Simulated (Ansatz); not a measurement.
Ansatz (a quantum-chemistry and plane-wave program) input (PBE0/def2-QZVPP):
A basis named .json is the Basis Set Exchange file of that set.

Ansatz 0.2 input:
```yaml
crystal:
  periodic: [false, false, false]
  atoms:
    - {symbol: B, position_ang: [0.03858578, 0.33162722, 0.80181897]}
    - {symbol: O, position_ang: [0.83811450, -0.14771101, -0.34356301]}
    - {symbol: C, position_ang: [2.33184364, -0.18772444, -0.41652272]}
    - {symbol: O, position_ang: [-1.26151538, 0.30861909, 0.72559329]}
    - {symbol: C, position_ang: [-2.12423639, -0.12932202, -0.34616118]}
    - {symbol: H, position_ang: [0.69428098, 0.70201061, 1.70706856]}
    - {symbol: H, position_ang: [2.62725119, 0.44658002, -1.24567083]}
    - {symbol: H, position_ang: [2.61626317, -1.22572266, -0.55348832]}
    - {symbol: H, position_ang: [2.67612157, 0.20329085, 0.53362965]}
    - {symbol: H, position_ang: [-1.96249705, -1.18906770, -0.54671587]}
    - {symbol: H, position_ang: [-3.14375078, 0.01828517, -0.00572863]}
    - {symbol: H, position_ang: [-1.95155129, 0.47680384, -1.23623646]}
    - {symbol: H, position_ang: [0.39251685, -0.47530206, -1.14209175]}
basis:
  gaussian:
    orbitals: def2-QZVPP.json
hamiltonian:
  xc: {name: PBE0}
total_charge: 1
```

Output:

```
Functional definition: PBE0
integrals: 0.65 GiB planned
1411 factors; their error is unknown
0.63 GiB of the device are held for the grids
3.18 GiB of device memory are held for the factors and their scratch space
mean field: 4.86 GiB planned
mean field evaluation 1: about -6950.0091 eV, gradient 8.9e1 eV
mean field evaluation 2: about -6937.5560 eV, gradient 1.2e2 eV
mean field evaluation 4: about -6963.8948 eV, gradient 6.7e0 eV
mean field evaluation 8: about -6963.9698 eV, gradient 2.2e-1 eV
mean field evaluation 16: about -6963.9681 eV, gradient 1.5e-4 eV
mean field -6963.96805260 eV, -255.9211055860 hartree, gradient 1.3e-5 eV, S^2 0.000000; 0 other end points of the search recorded, 0 dependent functions left out
reference -6963.96809122 eV, -255.9211070052 hartree; 20, 20 occupied and 505, 505 virtual orbitals, 1411 factors
Total energy: -6963.96809122 eV, -255.9211070052 hartree
```

It need not be the lowest isomer of its formula.
